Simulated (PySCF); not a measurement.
Series Al-XY, Y = chloro, computed as singlets and as triplets. Isolated molecules, 0 K electronic values unless said otherwise. One relaxed conformer stands for each flexible species; it need not be the lowest. Strings in code marks are SMILES.

The HOMO from two functionals at the same geometries (PBE0-D3(BJ)/def2-TZVPD), both in PySCF: PBE-D3(BJ)/def2-TZVPD and PBE0-D3(BJ)/def2-TZVPD. 

```tsv
species	PBE-D3(BJ)/def2-TZVPD (eV)
X = chloro, multiplicity 1 (`[Al-]([Cl])[Cl]` (lower singlet))	-0.14
X = cyano, multiplicity 1 (`N#[C][Al-][Cl]` (lower singlet))	-0.24
X = mercapto, multiplicity 1 (`[SH][Al-][Cl]` (lower singlet; H–S–Al–Cl torsion 0°))	-0.02
X = isocyano, multiplicity 1 (`[C-]#[N+][Al-][Cl]` (lower singlet))	-0.31
```

Question: What does PBE0-D3(BJ)/def2-TZVPD give for each?

Answer: 
- X = chloro, multiplicity 1 (`[Al-]([Cl])[Cl]` (lower singlet)): -0.96
- X = cyano, multiplicity 1 (`N#[C][Al-][Cl]` (lower singlet)): -1.10
- X = mercapto, multiplicity 1 (`[SH][Al-][Cl]` (lower singlet; H–S–Al–Cl torsion 0°)): -0.80
- X = isocyano, multiplicity 1 (`[C-]#[N+][Al-][Cl]` (lower singlet)): -1.14
Over these rows, drawn at random from the members with no instability flagged (it was tested for open shells, ions and some series alone), PBE minus PBE0-D3(BJ): mean +0.82 eV, from +0.79 eV to +0.86 eV.
